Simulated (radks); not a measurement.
Spherical quantum dot in the effective-mass picture: electrons in a well V = -V0 / (1 + exp((r - R)/a)) with V0 = 10.2, R = 5.98, a = 0.55, all in effective atomic units (hartree* = m*/eps^2 hartree, bohr* = eps/m* bohr), one dielectric constant everywhere. Calculated with a radial shooting solver with Libxc functionals: non-relativistic Kohn-Sham, LDA (Slater exchange, Perdew-Wang correlation), spin-polarised, spherical densities. Levels are named by radial order and angular momentum (1s, 1p, 1d, 2s, ...), and open shells are averaged over m. Each electron was tried in the lowest free levels, single moves between levels near the top were tried too, and the lowest total energy was kept; such a search can miss a lower state. At N = 1 the Hartree and exchange-correlation terms need not cancel, so that row can carry a self-interaction error.

N        open shells  2S  mu = E(N) - E(N-1) (hartree*)  addition energy mu(N+1) - mu(N) (hartree*)  e(HOMO) (hartree*)  rms radius (bohr*)
1   1s(up 1, down 0)   1                        -9.9554                                      0.3176             -9.8268               2.585
2               none   0                        -9.6378                                      0.4387             -9.5088               2.757
3   1p(up 1, down 0)   1                        -9.1991                                      0.2445             -9.0778               2.979
4   1p(up 2, down 0)   2                        -8.9546                                      0.2474             -8.8309               3.110
5   1p(up 3, down 0)   3                        -8.7072                                      0.3033             -8.5835               3.206
6   1p(up 3, down 1)   2                        -8.4039                                      0.2339             -8.2875               3.286
7   1p(up 3, down 2)   1                        -8.1700                                      0.2360             -8.0521               3.353
8               none   0                        -7.9339                                      0.4301             -7.8158               3.410
9   1d(up 1, down 0)   1                        -7.5039                                      0.2259             -7.3909               3.477
10  1d(up 2, down 0)   2                        -7.2779                                      0.2259             -7.1649               3.534
11  1d(up 3, down 0)   3                        -7.0521                                      0.2254             -6.9393               3.584
12  1d(up 4, down 0)   4                        -6.8266                                      0.2248             -6.7141               3.628
13  1d(up 5, down 0)   5                        -6.6019                                      0.2765             -6.4897               3.669
14  1d(up 5, down 1)   4                        -6.3254                                      0.2182             -6.2163               3.706
15  1d(up 5, down 2)   3                        -6.1072                                      0.2183             -5.9980               3.741
16  1d(up 5, down 3)   2                        -5.8888                                      0.2181             -5.7797               3.773
17  1d(up 5, down 4)   1                        -5.6707                                      0.2177             -5.5618               3.803
18              none   0                        -5.4530                                      0.4349             -5.3443               3.831
19  1f(up 1, down 0)   1                        -5.0181                                      0.2119             -4.9121               3.863
20  1f(up 2, down 0)   2                        -4.8062                                      0.2116             -4.7003               3.892
21  1f(up 3, down 0)   3                        -4.5946                                      0.2112             -4.4889               3.919
22  1f(up 4, down 0)   4                        -4.3833                                      0.2108             -4.2779               3.945
23  1f(up 5, down 0)   5                        -4.1726                                      0.2103             -4.0673               3.969
24  1f(up 6, down 0)   6                        -3.9623                                      0.2098             -3.8573               3.993
25  1f(up 7, down 0)   7                        -3.7524                                      0.2579             -3.6477               4.015
26  1f(up 7, down 1)   6                        -3.4946                                      0.2062             -3.3914               4.036
27  1f(up 7, down 2)   5                        -3.2884                                      0.2060             -3.1853               4.057
28  1f(up 7, down 3)   4                        -3.0823                                      0.2057             -2.9794               4.076
29  1f(up 7, down 4)   3                        -2.8766                                      0.2054             -2.7738               4.095
30  1f(up 7, down 5)   2                        -2.6712                                      0.2051             -2.5686               4.113
31  1f(up 7, down 6)   1                        -2.4661                                      0.2047             -2.3637               4.131
32              none   0                        -2.2614                                      0.4157             -2.1592               4.148
33  2s(up 1, down 0)   1                        -1.8457                                           -             -1.7243               4.147

All shells are closed at N = 2, 8, 18, 32 (there: 1s2 1p6 1d10 1f14); the second difference of the energy has clear peaks (12 % above both neighbours; the first and last values, which can be the largest, are not judged, and half-filled shells can peak too) at N = 2, 5, 8, 13, 18, 25.
